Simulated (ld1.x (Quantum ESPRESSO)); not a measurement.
## Si: TM pseudisation with revPBE, non-relativistic reference atom.

ld1.x (Quantum ESPRESSO) 7.5 input, shortened:

```
&input
   title='Si', zed=14., rel=0, dft='REVPBE', iswitch=3,
   config='[Ne] 3s2 3p2 3d-2'
 /
 &inputp
   pseudotype=2, tm=.true., lloc=0,
   nlcc=.false.
 /
3
3P  2  1   2.00   0.00  2.30  2.30  0.0
3D  3  2  -2.00   0.50  2.10  2.10  0.0
3S  1  0   2.00   0.00  1.45  1.45  0.0
 &test
   configts(1)='3s2 3p2'
 /
```

All-electron outer shells of the reference configuration (revPBE, non-relativistic, ld1.x):

```json
{"shell": "2p", "level (eV)": "-95.56", "outermost node (bohr)": "–", "outermost maximum (bohr)": "0.39"}
{"shell": "3s", "level (eV)": "-10.74", "outermost node (bohr)": "0.72", "outermost maximum (bohr)": "1.80"}
{"shell": "3p", "level (eV)": "-4.07", "outermost node (bohr)": "0.72", "outermost maximum (bohr)": "2.17"}
```

Estimate the cutoffs (Ry, on a coarse ladder) from which the occupation-weighted sum of valence levels, in a spherical-Bessel basis at the reference potential, stays within 10 and 1 mRy of its value at 400 Ry.

30 Ry and 60 Ry.

Does the potential have ghost states?

No extra level below or beside the all-electron valence levels (p, d, s, f tested).

Which valence shell sets the plane-wave cutoff?

3s: its level needs 40 Ry to come within 1 mRy, against 8 Ry for 3p.

Tests: 3s2 3p1; 3s2 3p0; 3s1 3p0; 3s1 3p3; 3s2 3p2.3; 3s0 3p4; 3s1 3p2. Which has the largest error in its energy relative to the reference configuration, and how large is it?

3s0 3p4, with +21 meV (all-electron minus pseudo) on +13.62 eV.
